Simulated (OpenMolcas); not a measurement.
**An input for triplet BBrCl2**

BBrCl2 has 4 atoms, charge 0, and is taken as a triplet. SMILES of the parent species: `ClB(Cl)Br`. The shape is that of a PBE0-D4/def2-TZVP optimisation. That shape belongs to the parent species and isn't relaxed for this state.

```xyz
4

Cl    0.5821    0.6660    1.5108
B     0.0372   -0.0381    0.0221
Cl    0.4443   -1.6792   -0.3656
Br   -1.0081    0.9911   -1.1876
```

Settings wanted:

```yaml
method: DFT
reference: UKS
integral_approximation: none
basis_set: cc-pVDZ
task: energy
functional: BLYP
dispersion: none
nucleus: point
integration_grid: UltraFine
SCF_convergence_threshold: 1e-10
```

Give an OpenMolcas 26.06 job that does this.

One that was run (others would do as well):

input.xyz:
```
4

Cl     0.582100     0.666000     1.510800
B      0.037200    -0.038100     0.022100
Cl     0.444300    -1.679200    -0.365600
Br    -1.008100     0.991100    -1.187600
```

calc.input:
```
&GATEWAY
  BasLib=$CurrDir
  Coord=input.xyz
  Basis=cc-pVDZ
  Group=NoSym

&SEWARD
  GridInput
  Grid=UltraFine
  End of Grid

&SCF
  UHF
  Spin=3
  KSDFT=BLYP
  Thresholds=1e-10 1e-07 1e-07 1e-05
  PrOrbitals=1 1
```

```bash
$ export MOLCAS_MEM=1860
$ pymolcas calc.input > calc.log
```

(Basis files named in the input come from the Basis Set Exchange and aren't shown.)

Calculated total energy: -3519.32563 Eh.
